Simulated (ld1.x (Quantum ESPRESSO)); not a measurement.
Configuration tests for Bi (TM)

ld1.x (Quantum ESPRESSO) 7.5 input, shortened:

```
&input
   title='Bi', zed=83., rel=1, dft='PBESOL', iswitch=3,
   config='[Xe] 4f14 5d10 6s2 6p3'
 /
 &inputp
   pseudotype=2, tm=.true., lloc=-2, rcloc=1.80,
   nlcc=.true., rcore=1.25
 /
3
6S  1  0   2.00   0.00  1.90  1.90  0.0
6P  2  1   3.00   0.00  1.80  1.80  0.0
5D  3  2  10.00   0.00  1.45  1.45  0.0
 &test
   configts(1)='5d10 6s2 6p3'
 /
```

Energies are relative to the spin-unpolarised reference configuration 5d10 6s2 6p3; without spin polarisation the order of configurations can differ from experiment. The frozen-core shift is the all-electron ΔE with the core orbitals held at their reference shape minus the fully relaxed ΔE.

```tsv
valence configuration	charge	ΔE all-electron (eV)	error AE − PS (meV)	frozen-core shift (meV)
5d10 6s2 6p1	+2	23.239	+4.2	+10
5d10 6s2 6p0	+3	46.596	-12	+23
5d10 6s2 6p2.5	+0.5	3.113	-0.3	+1.1
5d10 6s2 6p3.3	-0.3	-1.100	+0.9	-0.6
5d9 6s2 6p3	+1	33.312	+69	+75
```

(1) What are ΔE and the potential's error for 5d10 6s2 6p2?

(2) What are ΔE and the potential's error for 5d10 6s0 6p5?

Levels in the configuration 5d10 6s2 6p0:

```
level  all-electron (eV)  pseudo (eV)
   5d            -54.843      -54.727
   6s            -40.086      -40.075
```

Answers

(1) ΔE = 7.949 eV all-electron; the error (AE − PS) is +0.7 meV.

(2) ΔE = 20.574 eV all-electron; the error (AE − PS) is +1.9 meV.

A variational frozen-core shift is positive and of second order in the change. This column holds negative values, so the frozen-core run of ld1.x carries numerical noise or an error of first order here, and the column gives no more than the rough size of the effect.
